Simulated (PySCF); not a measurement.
Molfile (atoms numbered from 1):
```
C5H9F3O
     RDKit          3D

 18 17  0  0  0  0  0  0  0  0999 V2000
    2.5761    0.2113   -1.1707 C   0  0  0  0  0  0  0  0  0  0  0  0
    1.7800   -1.0025   -0.7285 C   0  0  0  0  0  0  0  0  0  0  0  0
    0.3953   -0.8790   -0.9269 O   0  0  0  0  0  0  0  0  0  0  0  0
   -0.2532   -0.0190   -0.0396 C   0  0  0  0  0  0  0  0  0  0  0  0
   -1.7434   -0.1592   -0.2762 C   0  0  0  0  0  0  0  0  0  0  0  0
   -2.5735    0.7312    0.6052 C   0  0  0  0  0  0  0  0  0  0  0  0
   -2.2937    2.0267    0.4090 F   0  0  0  0  0  0  0  0  0  0  0  0
   -3.8781    0.5660    0.3727 F   0  0  0  0  0  0  0  0  0  0  0  0
   -2.3646    0.4784    1.9043 F   0  0  0  0  0  0  0  0  0  0  0  0
    3.6546    0.0157   -1.0719 H   0  0  0  0  0  0  0  0  0  0  0  0
    2.3638    0.4460   -2.2248 H   0  0  0  0  0  0  0  0  0  0  0  0
    2.3462    1.1028   -0.5677 H   0  0  0  0  0  0  0  0  0  0  0  0
    2.0857   -1.8835   -1.3141 H   0  0  0  0  0  0  0  0  0  0  0  0
    1.9909   -1.2322    0.3364 H   0  0  0  0  0  0  0  0  0  0  0  0
   -0.0122   -0.2793    1.0110 H   0  0  0  0  0  0  0  0  0  0  0  0
    0.0464    1.0361   -0.1883 H   0  0  0  0  0  0  0  0  0  0  0  0
   -1.9798    0.0828   -1.3227 H   0  0  0  0  0  0  0  0  0  0  0  0
   -2.0548   -1.1990   -0.0999 H   0  0  0  0  0  0  0  0  0  0  0  0
  1  2  1  0
  2  3  1  0
  3  4  1  0
  4  5  1  0
  5  6  1  0
  6  7  1  0
  6  8  1  0
  6  9  1  0
  1 10  1  0
  1 11  1  0
  1 12  1  0
  2 13  1  0
  2 14  1  0
  4 15  1  0
  4 16  1  0
  5 17  1  0
  5 18  1  0
M  END
```

Geometry: PBE0-D3(BJ)/def2-SVP; GIAO shifts from PySCF 2.14.0 with density-fitted response routines, gas phase, non-relativistic, averaged over equivalent atoms.

At PBE0/pcSseg-1 (198 basis functions, 27 s wall time on 1 thread of an Arm Neoverse V2, shared host):
| atoms | δ (ppm) |
| --- | --- |
| C6 | 130.9 |
| C2 | 67.9 |
| C4 | 63.1 |
| C5 | 37.6 |
| C1 | 14.4 |
| O3 | 42.0 |
| F7/F8/F9 | -81.1 |
| H13/H14 | 3.60 |
| H15/H16 | 3.37 |
| H17/H18 | 2.15 |
| H10/H11/H12 | 1.17 |

Chemical shifts δ = σref − σ; $^{13}$C (184.41 ppm) and $^{1}$H (31.27 ppm) vs TMS; $^{17}$O (334.56 ppm) against H2O; $^{19}$F (177.25 ppm) against CFCl3, all at this level.

Question: Predict the values at WP04/pcSseg-1 on the same geometry.

Answer: 
| atoms | δ at WP04/pcSseg-1 | change |
| --- | --- | --- |
| C6 | 136.3 | +5.4 |
| C2 | 69.7 | +1.8 |
| C4 | 65.0 | +1.9 |
| C5 | 38.5 | +0.9 |
| C1 | 16.2 | +1.8 |
| O3 | 41.2 | -0.8 |
| F7/F8/F9 | -80.0 | +1.1 |
| H13/H14 | 3.44 | -0.16 |
| H15/H16 | 3.32 | -0.05 |
| H17/H18 | 2.21 | +0.06 |
| H10/H11/H12 | 1.16 | -0.01 |

References, each an isolated molecule treated in the same way: $^{13}$C (σref 172.44), $^{1}$H (σref 31.56) vs TMS; H2O for $^{17}$O (σref 317.54); CFCl3 for $^{19}$F (σref 176.96).

The largest change is at C6 (CF3 carbon). Cost: 198 basis functions, 24 s wall time on 1 thread of an Arm Neoverse V2, shared host. The order of the carbon signals is the same at both levels.

Unscaled 19F shifts against computed CFCl3 carry errors that often reach 10 to 50 ppm. Experimental scales use liquid or dissolved standards, which lie at an offset from isolated H2O (liquid H2O: subtract about 36 ppm).
